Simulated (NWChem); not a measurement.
System: GeNH$_{3}$O, singlet; SMILES [NH2][Ge][OH]

```xyz
6

Ge    -0.4648     0.0444     0.0000
O      0.7281     1.4125     0.0000
H      1.6561     1.1259     0.0000
N      0.7203    -1.3764     0.0000
H      1.7348    -1.3291     0.0000
H      0.3882    -2.3345     0.0000
```
Atoms are numbered in this order, from 1.

Level: B3LYP/6-31G* (spherical d) (NWChem), optimised geometry, unscaled harmonic frequencies. Low-valent species are run as closed-shell singlets; no triplet was tried in these runs.

Question: List the harmonic frequencies with IR intensities, and the thermochemistry.

Answer: 
| frequency (cm⁻¹) | IR intensity (km/mol) |
|---|---|
| 252 | 8.5 |
| 303 | 62.7 |
| 358 | 284.4 |
| 462 | 47.7 |
| 644 | 73.1 |
| 651 | 30.1 |
| 686 | 108.3 |
| 880 | 54.7 |
| 1597 | 31.9 |
| 3523 | 6.2 |
| 3640 | 12.6 |
| 3735 | 10.9 |

zero-point energy: 23.9 kcal/mol
thermal correction to the enthalpy at 298.15 K (with zero-point energy): 27.5 kcal/mol
heat capacity Cv: 15.6 cal/(mol K)
entropy at 298.15 K and 1 atm (symmetry number 1): 70.1 cal/(mol K)
dipole moment: 2.98 D

Rigid rotor and harmonic oscillator.
